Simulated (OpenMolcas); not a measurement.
An OpenMolcas run meant for Cd⁺ (ANO-RCC-VDZP, DKH2; inactive shells 1s 2s 2p 3s 3p 3d 4s 4p 4d; intended active space 1 electron in 9 orbitals (RAS2 5s 5p; RAS3 5d, at most 1 electron)). One step of its input:

```
&CASPT2
Multistate=1 1
Frozen=9 9
IPEA=0.25
Imaginary=2.0
MaxIter=60
WThr=0.0 0.3 0.05
PrWF=0.5
NoMix
```

The run finished. Its levels beside those of a sound run (SS-RASPT2, IPEA 0.25 Eh, imaginary shift 0.1 Eh (closed shells correlated: 4d)), in cm⁻¹ above each run's lowest level:

```
     Level  This run  Usual run
 5s ²S_1/2       0.0        0.0
5p ²P°_1/2     44527      44826
5p ²P°_3/2     46405      46704
```

Problem. Which setting is unsound, and how much does it matter here?

Solution. The level shift is far above the usual 0.1 to 0.3 hartree and damps the second-order energy. Against the sound run the excited levels shown move by 300 cm-1 on average and by 300 cm-1 at most.

With one active electron outside closed inactive shells, the extra shells (5d) add no correlation to the reference. With one active electron, CASPT2 adds the correlation within the correlated inactive shells and between them and that electron, and leaves the splitting within a term as the reference gives it. Only configurations of the active space appear.

° marks odd parity.
